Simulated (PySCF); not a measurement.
C₂H₉NS₂Si, singlet, geometry from GFN2-xTB, with bond 11-5 at 1.8 times its length; PySCF with CASSCF(6,6)/STO-3G.

Input for PySCF:
```python
from pyscf import gto, scf, mcscf
import numpy

mol = gto.M(
    atom='''
Si    0.40423253   -0.46502590    0.03036471
S     1.32095902    0.57200236   -1.61849825
S     1.01391101    0.34813558    1.92924845
N    -1.27548243   -0.22475286   -0.15403049
C    -1.90737687   -0.23554229   -1.45297023
C    -2.19854185   -0.53687231    0.91385487
H     0.93910105   -1.82277774    0.06679319
H     2.49261865    0.75517389   -1.03237392
H     0.66629747    1.60174399    1.67879253
H    -2.74252435    0.46798363   -1.45745734
H    -0.62258214    0.30459750   -2.82466901
H    -2.28968977   -1.23055167   -1.70254334
H    -3.02115710    0.18157970    0.90672893
H    -2.61588105   -1.54220408    0.79902160
H    -1.68844920   -0.47956972    1.87186005
''',
    basis='sto-3g',
    verbose=4,
)

mf = scf.RHF(mol)
mf.kernel()
mc = mcscf.CASSCF(mf, 6, 6)
mc.fix_spin_(ss=0.0)
mc.conv_tol = 1e-5
mc.kernel()
occ = numpy.linalg.eigvalsh(mc.fcisolver.make_rdm1(mc.ci, mc.ncas, mc.nelecas))[::-1]
ss = mc.fcisolver.spin_square(mc.ci, mc.ncas, mc.nelecas)[0]
print('natural occupations', occ.round(4), ' <S^2>', round(ss, 4))
```

What the program printed (banner, timings and long lists left out):

```
PySCF version 2.14.0

[INPUT] verbose = 4
[INPUT] num. atoms = 15
[INPUT] num. electrons = 74
[INPUT] charge = 0
[INPUT] spin (= nelec alpha-beta = 2S) = 0
[INPUT] symmetry False subgroup None
[INPUT] Mole.unit = angstrom
[INPUT] Symbol           X                Y                Z      unit          X                Y                Z       unit  Magmom
[...]
nuclear repulsion = 459.371444366867
number of shells = 33
number of NR pGTOs = 153
number of NR cGTOs = 51
basis = sto-3g
ecp = {}

******** <class 'pyscf.scf.hf.RHF'> ********
method = RHF
initial guess = minao
damping factor = 0
level_shift factor = 0
DIIS = <class 'pyscf.scf.diis.CDIIS'>
diis_start_cycle = 1
diis_space = 8
diis_damp = 0
SCF conv_tol = 1e-09
SCF conv_tol_grad = None
SCF max_cycles = 50
direct_scf = True
direct_scf_tol = 1e-13
Set gradient conv threshold to 3.16228e-05
Initial guess from minao.
init E= -1205.67169895631
[...]
cycle= 1 E= -1205.4830648167  delta_E= 0.189  |g|= 0.458  |ddm|= 4.65
[...]
cycle= 2 E= -1205.57697981835  delta_E= -0.0939  |g|= 0.14  |ddm|= 0.993
[...]
cycle= 3 E= -1205.58424446193  delta_E= -0.00726  |g|= 0.0398  |ddm|= 0.259
[...]
cycle= 4 E= -1205.58499077644  delta_E= -0.000746  |g|= 0.0111  |ddm|= 0.0781
[...]
cycle= 5 E= -1205.58506181252  delta_E= -7.1e-05  |g|= 0.00239  |ddm|= 0.027
[...]
cycle= 6 E= -1205.58506554069  delta_E= -3.73e-06  |g|= 0.000651  |ddm|= 0.00628
[...]
cycle= 7 E= -1205.585065838  delta_E= -2.97e-07  |g|= 0.000163  |ddm|= 0.00182
[...]
cycle= 8 E= -1205.5850658602  delta_E= -2.22e-08  |g|= 3.41e-05  |ddm|= 0.000562
[...]
cycle= 9 E= -1205.58506586127  delta_E= -1.07e-09  |g|= 6.69e-06  |ddm|= 0.000128
[...]
cycle= 10 E= -1205.58506586131  delta_E= -3.62e-11  |g|= 1.61e-06  |ddm|= 2.66e-05
[...]
Extra cycle  E= -1205.58506586131  delta_E= -7.73e-12  |g|= 7.04e-07  |ddm|= 4.32e-06
converged SCF energy = -1205.58506586131

******** <class 'pyscf.mcscf.mc1step.CASSCF'> ********
CAS (3e+3e, 6o), ncore = 34, nvir = 11
max_cycle_macro = 50
max_cycle_micro = 4
conv_tol = 1e-05
conv_tol_grad = None
orbital rotation max_stepsize = 0.02
orbital rotation threshold for CI restart = 0.01
augmented hessian ah_max_cycle = 30
augmented hessian ah_conv_tol = 1e-12
augmented hessian ah_linear dependence = 1e-14
augmented hessian ah_level shift = 1e-08
augmented hessian ah_start_tol = 2.5
augmented hessian ah_start_cycle = 3
augmented hessian ah_grad_trust_region = 3
kf_trust_region = 3
kf_interval = 4
ci_response_space = 4
ci_grad_trust_region = 3
with_dep4 0
natorb = False
canonicalization = True
sorting_mo_energy = False
ao2mo_level = 2
internal_rotation = False
******** <class 'pyscf.fci.addons.SpinPenaltyFCISolver'> ********
max. cycles = 50
conv_tol = 1e-08
davidson only = True
linear dependence = 1e-12
level shift = 0.001
max iter space = 12
nroots = 1
pspace_size = 400
spin = None
CASCI E = -1205.59457865929  S^2 = 0.0000000
Set conv_tol_grad to 0.00316228
macro iter   1 ( 21 JK    4 micro), CASSCF E = -1205.64402960365  dE = -4.94509444e-02  S^2 = 0.0000000
               |grad[o]|=0.0275  |grad[c]|=0.0482  |ddm|=0.177  |maxRot[o]|=0.307
macro iter   2 ( 21 JK    4 micro), CASSCF E = -1205.66708451930  dE = -2.30549157e-02  S^2 = 0.0000000
               |grad[o]|=0.0626  |grad[c]|=0.0278  |ddm|=0.0624  |maxRot[o]|=0.288
macro iter   3 ( 21 JK    4 micro), CASSCF E = -1205.67396465788  dE = -6.88013858e-03  S^2 = 0.0000000
               |grad[o]|=0.0275  |grad[c]|=0.0276  |ddm|=0.0849  |maxRot[o]|=0.274
macro iter   4 ( 21 JK    4 micro), CASSCF E = -1205.67820768592  dE = -4.24302804e-03  S^2 = 0.0000000
               |grad[o]|=0.0157  |grad[c]|=0.016  |ddm|=0.0118  |maxRot[o]|=0.179
macro iter   5 ( 21 JK    4 micro), CASSCF E = -1205.68079442586  dE = -2.58673994e-03  S^2 = 0.0000000
               |grad[o]|=0.0115  |grad[c]|=0.0381  |ddm|=0.0116  |maxRot[o]|=0.191
macro iter   6 ( 21 JK    4 micro), CASSCF E = -1205.68264671484  dE = -1.85228899e-03  S^2 = 0.0000000
               |grad[o]|=0.00976  |grad[c]|=0.0113  |ddm|=0.0148  |maxRot[o]|=0.0933
macro iter   7 ( 21 JK    4 micro), CASSCF E = -1205.68350679367  dE = -8.60078831e-04  S^2 = 0.0000000
               |grad[o]|=0.00654  |grad[c]|=0.00951  |ddm|=0.00933  |maxRot[o]|=0.0967
macro iter   8 ( 21 JK    4 micro), CASSCF E = -1205.68401506926  dE = -5.08275584e-04  S^2 = 0.0000000
               |grad[o]|=0.00486  |grad[c]|=0.0101  |ddm|=0.00695  |maxRot[o]|=0.0715
macro iter   9 ( 21 JK    4 micro), CASSCF E = -1205.68437109116  dE = -3.56021905e-04  S^2 = 0.0000000
               |grad[o]|=0.00388  |grad[c]|=0.011  |ddm|=0.00476  |maxRot[o]|=0.103
macro iter  10 ( 21 JK    4 micro), CASSCF E = -1205.68458580729  dE = -2.14716127e-04  S^2 = 0.0000000
               |grad[o]|=0.00324  |grad[c]|= 0.01  |ddm|=0.004  |maxRot[o]|=0.146
macro iter  11 ( 21 JK    4 micro), CASSCF E = -1205.68483261183  dE = -2.46804540e-04  S^2 = 0.0000000
               |grad[o]|=0.00293  |grad[c]|=0.0105  |ddm|=0.00363  |maxRot[o]|=0.176
macro iter  12 ( 21 JK    4 micro), CASSCF E = -1205.68585495898  dE = -1.02234715e-03  S^2 = 0.0000000
               |grad[o]|=0.00325  |grad[c]|=0.00902  |ddm|=0.0055  |maxRot[o]|=0.161
macro iter  13 ( 21 JK    4 micro), CASSCF E = -1205.68879316444  dE = -2.93820546e-03  S^2 = 0.0000000
               |grad[o]|=0.00463  |grad[c]|=0.0454  |ddm|=0.00709  |maxRot[o]|=0.171
macro iter  14 ( 21 JK    4 micro), CASSCF E = -1205.69288016582  dE = -4.08700137e-03  S^2 = 0.0000000
               |grad[o]|=0.00785  |grad[c]|=0.0377  |ddm|=0.00838  |maxRot[o]|=0.201
macro iter  15 ( 21 JK    4 micro), CASSCF E = -1205.69441485100  dE = -1.53468518e-03  S^2 = 0.0000000
               |grad[o]|=0.00744  |grad[c]|=0.0116  |ddm|=0.00665  |maxRot[o]|=0.158
macro iter  16 ( 21 JK    4 micro), CASSCF E = -1205.69458553306  dE = -1.70682063e-04  S^2 = 0.0000000
               |grad[o]|=0.00491  |grad[c]|=0.00898  |ddm|=0.00442  |maxRot[o]|=0.0259
macro iter  17 ( 21 JK    4 micro), CASSCF E = -1205.69455746534  dE =  2.80677177e-05  S^2 = 0.0000000
               |grad[o]|=0.00431  |grad[c]|=0.00748  |ddm|=0.0038  |maxRot[o]|=0.0126
macro iter  18 ( 13 JK    3 micro), CASSCF E = -1205.69514744338  dE = -5.89978035e-04  S^2 = 0.0000000
               |grad[o]|=0.00436  |grad[c]|=0.00309  |ddm|=0.00248  |maxRot[o]|=0.0539
macro iter  19 ( 11 JK    2 micro), CASSCF E = -1205.69540633184  dE = -2.58888460e-04  S^2 = 0.0000000
               |grad[o]|=0.00272  |grad[c]|=0.00216  |ddm|=0.0013  |maxRot[o]|=0.0421
macro iter  20 (  6 JK    1 micro), CASSCF E = -1205.69550599188  dE = -9.96600463e-05  S^2 = 0.0000000
               |grad[o]|=0.00151  |grad[c]|=0.0029  |ddm|=0.0011  |maxRot[o]|=0.0386
macro iter  21 (  3 JK    1 micro), CASSCF E = -1205.69550741271  dE = -1.42082968e-06  S^2 = 0.0000000
               |grad[o]|=0.000618  |grad[c]|=0.00019  |ddm|=0.000224  |maxRot[o]|=0.0027
1-step CASSCF converged in  21 macro (390 JK  75 micro) steps
CASSCF canonicalization
Density matrix diagonal elements [1.93220529 1.94683623 1.79868841 0.27254407 0.02900771 0.02071829]
CASSCF energy = -1205.69550741271
CASCI E = -1205.69550741271  E(CI) = -5.98171116840717  S^2 = 0.0000000
natural occupations [1.9772 1.9737 1.7275 0.2726 0.0288 0.0203]  <S^2> 0.0
```
